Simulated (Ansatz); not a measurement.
System: SiH4S, charge 0, singlet. SiH4S (SMILES S[SiH3]).
B3LYP-D3(BJ)/def2-TZVP minimum from Ansatz (a quantum-chemistry and plane-wave program):
```xyz
6

Si    -0.9631    -0.3731     0.0805
S      1.0062     0.4702    -0.0993
H     -1.1814    -0.9649     1.4193
H     -1.8815     0.7659    -0.1253
H     -1.2059    -1.4118    -0.9454
H      1.6539    -0.6887     0.1130
```

Total energies in cc-pV(T+d)Z, 14 correlated electrons, 10 frozen orbitals. UHF or UKS for unpaired electrons; spin-orbit terms are left out. Correlated methods leave the cores frozen. No relativity.

```tsv
method	program	energy (Eh)	minus CCSDT(Q) (mEh)
HF	Ansatz	-688.85116	367.66
MP2	Ansatz	-689.16214	56.68
CCSD	Ansatz	-689.20366	15.16
CCSD(T)	Ansatz	-689.21701	1.82
CCSDT(Q)	Ansatz	-689.21883	0.00
```

Rough core times of Ansatz's runs on a shared machine: CCSD(T) under 20 s, CCSDT(Q) 20 min.
